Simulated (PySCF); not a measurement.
C₆H₁₃Si (doublet state).
Geometry (GFN2-xTB, Å), atoms numbered from 1 in this order:
```xyz
20
C6H13Si angstrom
C      2.8880    0.2408   -0.8437
Si     1.6504   -0.2426    0.4186
C      0.4634   -1.6417   -0.1581
C     -0.8370   -0.9270   -0.5134
C     -1.0722    0.1811    0.5128
C     -2.2915    1.0327    0.1754
C      0.2086    1.0159    0.5755
H      2.6237    0.4994   -1.8548
H      3.9402    0.2856   -0.6302
H      2.2677   -0.5514    1.7146
H      0.2905   -2.3404    0.6606
H      0.8367   -2.2213   -0.9997
H     -1.6793   -1.6228   -0.5410
H     -0.7465   -0.4752   -1.5041
H     -1.2323   -0.2878    1.4908
H     -3.1930    0.4228    0.1549
H     -2.1701    1.4989   -0.8012
H     -2.4260    1.8187    0.9161
H      0.2458    1.6110    1.4859
H      0.2277    1.7140   -0.2621
```

The hyperfine couplings belong to this conformer and change with its torsions.

As a line formula: `[CH2][Si@@H]1CC[C@H](C)C1` [radical].

Computed, not measured: PySCF, UKS B3LYP, pcH-1 on C H Si, non-relativistic, mean-field spin-orbit, GIAO. Isolated species at its GFN2-xTB geometry (one conformer only). The geometry wasn't refined by DFT: couplings that depend on bond lengths, twists or pyramidal angles can differ widely from those at the functional's own minimum. No stability test was run, so a lower SCF solution isn't excluded.

The largest Mulliken spin population is on C1 (+1.03). The angles at C1 add up to 360.0°, so it is planar; its axial dipolar tensor and the negative couplings of its protons fit spin in a p orbital normal to that plane.

(1) Find Q in a(H) = Q·ρ(C) for the protons on the planar carbons that carry spin.

Results:

(1) 
```json
{"H": "H8", "C": "C1", "ρ(C)": "+1.034", "a(H) (G)": "-20.24", "a/ρ (G)": "-19.6"}
{"H": "H9", "C": "C1", "ρ(C)": "+1.034", "a(H) (G)": "-20.46", "a/ρ (G)": "-19.8"}
```

These protons share one ρ (within 0.01), so their mean ratio, Q = -19.7 G, is no test of linearity.

Couplings in gauss use g_iso = 2.0026.
